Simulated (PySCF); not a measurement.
A calculated (BP86, PySCF 2.14, jorge-DZP-DKH, scalar relativity by spin-free X2C-1e) atom or ion has these occupied shells.

```csv
shell,electrons,orbital energy (eV),"rms radius, mean of both spins (bohr)"
1s β,1,-5885.2,0.0734
1s α,1,-5885.2,0.0734
2s α,1,-673.75,0.318
2s β,1,-672.26,0.318
2p α,3,-567.39,0.288
2p β,3,-566.25,0.288
3s α,1,-81.964,0.972
3s β,1,-77.632,0.972
3p α,3,-53.502,1.05
3p β,3,-49.213,1.05
3d α,5,-10.761,1.57
```

(1) Name the element and its charge.

Results:

(1) Cr⁺ (chromium, charge +1), in [Ar] 3d5, high-spin 6S determinant.
